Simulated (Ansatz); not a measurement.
A nudged elastic band was laid between two geometries of a periodic cell of 17 atoms, Ba16C (host Ba, host structure bcc, interstitial C).

All numbers below come from DFT PBE, scalar-relativistic, plane waves, PAW in Ansatz 0.2.0. Settings: cutoff 420 eV, k mesh 2x2x2, gaussian smearing 0.05 eV, no spin polarisation.

- movable images: 3
- climbing image: yes
- spring: 5.0 eV/Å²
- optimiser: quadratic models (default)
- start path: straight line
- force threshold: 0.05 eV/Å
- iteration limit: 80
- end points: relaxed

Image 0:

```xyz
17
Lattice="10.0400 0.0000 0.0000 0.0000 10.0400 0.0000 0.0000 0.0000 10.0400" Properties=species:S:1:pos:R:3
Ba 0.070 -0.002 -0.053
Ba 4.948 -0.002 -0.053
Ba 0.092 5.017 0.120
Ba -0.108 -0.003 5.125
Ba 2.509 2.633 2.716
Ba 4.926 5.017 0.120
Ba 5.126 -0.003 5.125
Ba 7.529 2.399 2.404
Ba 0.127 5.019 4.807
Ba 2.509 7.403 2.714
Ba 2.509 2.598 7.415
Ba 4.890 5.019 4.808
Ba 7.529 7.636 2.404
Ba 7.529 2.582 7.580
Ba 2.509 7.439 7.416
Ba 7.529 7.454 7.582
C 2.509 5.018 3.756
```

Image 4:

```xyz
17
Lattice="10.0400 0.0000 0.0000 0.0000 10.0400 0.0000 0.0000 0.0000 10.0400" Properties=species:S:1:pos:R:3
Ba -0.057 0.002 0.077
Ba 5.131 0.002 -0.115
Ba 0.127 5.022 0.098
Ba -0.057 0.002 4.943
Ba 2.729 2.629 2.510
Ba 4.798 5.021 0.119
Ba 5.131 0.002 5.135
Ba 7.405 2.608 2.510
Ba 0.127 5.022 4.922
Ba 2.731 7.414 2.510
Ba 2.398 2.397 7.530
Ba 4.797 5.021 4.901
Ba 7.405 7.435 2.510
Ba 7.586 2.590 7.530
Ba 2.399 7.647 7.530
Ba 7.585 7.453 7.530
C 3.762 5.021 2.510
```

Task: Which bonds break or form, and what moves?

Result: Contacts lost: Ba9–C17. Contacts made: Ba6–C17. The atom that moves furthest is C17, by 1.77 Å.

Task: Give the energies along the band, and the barrier.

Result: The forces met the threshold. The highest image is number 2 of 0 to 4, 0.027 eV above the ends, which have the same energy within 2 meV. By the program's own check the climbing image is of a kind that is not told: the force calls were inconclusive, a negative curvature could not be distinguished from the path's own, the only one lies far off the path, or fixed occupations may fill a level only in part (lowest curvatures found: 0.07 and 0.33 eV/Å²). Limits of this set-up: coarse k mesh.

| image | path coordinate (Å) | energy (eV) | Ba9–C17 (Å) | Ba6–C17 (Å) |
| --- | --- | --- | --- | --- |
| 0 | 0.00 | 0.000 | 2.60 | 4.37 |
| 1 | 0.68 | 0.009 | 2.65 | 3.75 |
| 2 | 1.37 | 0.027 | 2.92 | 2.93 |
| 3 | 2.06 | 0.009 | 3.75 | 2.65 |
| 4 | 2.75 | 0.000 | 4.36 | 2.61 |

Task: What is the geometry of the highest image?

Result: 
```xyz
17
Lattice="10.0400 0.0000 0.0000 0.0000 10.0400 0.0000 0.0000 0.0000 10.0400" Properties=species:S:1:pos:R:3:forces:R:3
Ba -0.046 0.000 -0.046 0.00 0.00 0.00
Ba 5.104 0.000 -0.066 0.00 0.00 0.00
Ba 0.179 5.020 0.179 0.00 0.00 0.00
Ba -0.066 0.000 5.104 0.00 0.00 0.00
Ba 2.549 2.431 2.549 0.00 0.00 0.00
Ba 4.588 5.020 0.511 -0.01 0.00 0.01
Ba 5.141 0.000 5.141 0.00 0.00 0.00
Ba 7.574 2.466 2.484 0.00 0.00 0.00
Ba 0.512 5.020 4.587 0.01 0.00 -0.01
Ba 2.549 7.608 2.549 0.00 0.00 0.00
Ba 2.484 2.466 7.575 0.00 0.00 0.00
Ba 4.752 5.020 4.752 0.00 0.00 0.00
Ba 7.574 7.573 2.484 0.00 0.00 0.00
Ba 7.545 2.671 7.545 0.00 0.00 0.00
Ba 2.484 7.574 7.575 0.00 0.00 0.00
Ba 7.545 7.369 7.545 0.00 0.00 0.00
C 2.896 5.020 2.900 0.00 0.00 0.00
```

The band took 9 iterations and roughly 30 core-minutes.

Time of the run: 9.4 min on 4 threads of AMD EPYC 7R43 64-Core Processor (Zen 3), with other jobs on the host, peak memory 4.5 GiB.
